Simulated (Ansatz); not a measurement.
Input file for Ansatz (a quantum-chemistry and plane-wave program): R-CCSD(T)/aug-cc-pV(D+d)Z on C2H4Si (SMILES C#C[SiH3]) with ghost functions, monomers drawn apart or pushed together. Files ending in .json are basis or fitting sets from the Basis Set Exchange.

Ansatz 0.2 input:
```yaml
crystal:
  periodic: [false, false, false]
  atoms:
    - {symbol: C, position_ang: [-1.51545864, 1.37846351, 0.75122853]}
    - {symbol: C, position_ang: [-0.56332081, 0.70776336, 0.43583967]}
    - {symbol: Si, position_ang: [0.87950428, -0.31372284, -0.05537086]}
    - {symbol: H, position_ang: [-2.35654803, 1.97344578, 1.01763644]}
    - {symbol: H, position_ang: [0.53573615, -1.74234411, 0.06396102]}
    - {symbol: H, position_ang: [1.20314508, 0.01137719, -1.46203965]}
    - {symbol: H, position_ang: [2.02923032, 0.02806532, 0.80506116]}
basis:
  gaussian:
    orbitals: aug-cc-pV_D+d_Z.json
    ghost_atoms:
      - {symbol: O, position_ang: [-0.09741359, -1.41835484, 4.95534329]}
      - {symbol: H, position_ang: [0.48776363, -0.77163123, 5.36325400]}
      - {symbol: H, position_ang: [-0.70998069, -0.89516379, 4.42269859]}
magnetization: {spin_polarized: false}
correlation: {method: ccsd_t, electrons: outside_noble_gas}
scf: {lower_state_search: off}
```

Output:

```
WARN ansatz: RAYON_NUM_THREADS=1 ignored (pool sized by the plan → 1); use --threads N
Functional definition: HF
these checks for a lower state are left out or cut short: stability, starts, cluster_reference, orbital_swaps, neighbouring_geometries, increment
integrals: 0.44 GiB planned
1459 factors; integrals over basis functions are off by at most 7.5e-4 eV
mean field: 0.38 GiB planned
mean field evaluation 1: about -9982.8185 eV, gradient 2.6e1 eV
mean field evaluation 2: about -9982.8185 eV, gradient 2.6e1 eV
mean field evaluation 4: about -9985.1262 eV, gradient 2.7e0 eV
mean field evaluation 8: about -9985.1560 eV, gradient 1.0e-4 eV
mean field -9985.15599774 eV, -366.9477147351 hartree, gradient 2.8e-6 eV, S^2 0.000000; 0 other end points of the search recorded, 0 dependent functions left out
7 core orbitals not correlated
reference -9985.15599774 eV, -366.9477147351 hartree; 8, 8 occupied and 140, 140 virtual orbitals, 1459 factors
second order -9.94706444 eV of doubles, -0.00000000 eV of singles
coupled cluster: 1.34 GiB planned
cycle   1  -10.43225133 eV  change   -4.9e-1 eV  update   8.5e-2
cycle   2  -10.82418980 eV  change   -3.9e-1 eV  update   2.8e-2
cycle   3  -10.89533071 eV  change   -7.1e-2 eV  update   1.2e-2
cycle   4  -10.89945701 eV  change   -4.1e-3 eV  update   3.8e-3
cycle   5  -10.90089347 eV  change   -1.4e-3 eV  update   1.0e-3
cycle   6  -10.90105199 eV  change   -1.6e-4 eV  update   2.9e-4
cycle   7  -10.90115623 eV  change   -1.0e-4 eV  update   7.7e-5
cycle   8  -10.90121651 eV  change   -6.0e-5 eV  update   2.7e-5
cycle   9  -10.90121946 eV  change   -2.9e-6 eV  update   8.3e-6
perturbative correction -0.44939576 eV, -0.0165149894 hartree
Total energy: -9996.50661295 eV, -367.3648421505 hartree
Checks for a lower state left out: stability, starts, cluster_reference, orbital_swaps, neighbouring_geometries, increment
```

The run converged.

Cost: roughly 20 core-seconds.
